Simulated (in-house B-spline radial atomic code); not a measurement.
A radial electron density 4πr²n(r) was computed for an atom or ion in its tabulated ground configuration with an all-electron radial atomic-structure program (B-spline basis); method: non-relativistic HSE06, spin-polarised, spherical fractional occupations, exact exchange averaged over the configuration. Columns: r (bohr), 4πr²n(r) (electrons per bohr), bar.

```
 0.00249   0.9127 #
 0.00297    1.265 ##
 0.00353    1.734 ##
  0.0042    2.368 ###
 0.00499    3.203 ####
 0.00593    4.299 #####
 0.00706    5.734 #######
  0.0084    7.551 #########
 0.00999    9.804 ############
  0.0119    12.55 ###############
  0.0141    15.66 ###################
  0.0168    19.24 #######################
    0.02    22.98 ############################
  0.0238     26.6 ################################
  0.0283    29.68 ####################################
  0.0336    31.77 ######################################
    0.04    32.54 #######################################
  0.0476    31.81 ######################################
  0.0566    29.88 ####################################
  0.0673    27.55 #################################
    0.08    25.98 ###############################
  0.0952    26.26 ################################
   0.113    28.76 ###################################
   0.135    32.82 ########################################
    0.16    36.09 ############################################
    0.19    36.45 ############################################
   0.226    32.53 #######################################
   0.269    25.19 ##############################
    0.32    17.53 #####################
   0.381    12.82 ###############
   0.453    12.35 ###############
   0.539    14.25 #################
   0.641     15.2 ##################
   0.762    13.23 ################
   0.907        9 ###########
    1.08    4.669 ######
    1.28    1.854 ##
    1.53    0.503 #
    1.81   0.1028 
    2.16  0.01258 
    2.57 0.0009887
```

Problem. Which atom or ion is it?
A. Fe8+
B. Co8+
C. Co7+
D. Ni8+

Solution. B. The area under the curve, ∫4πr²n dr = ∫r·4πr²n d(ln r) on this logarithmic grid, is 19 electrons, which only this option has. The configuration is [Ar] 3d1.
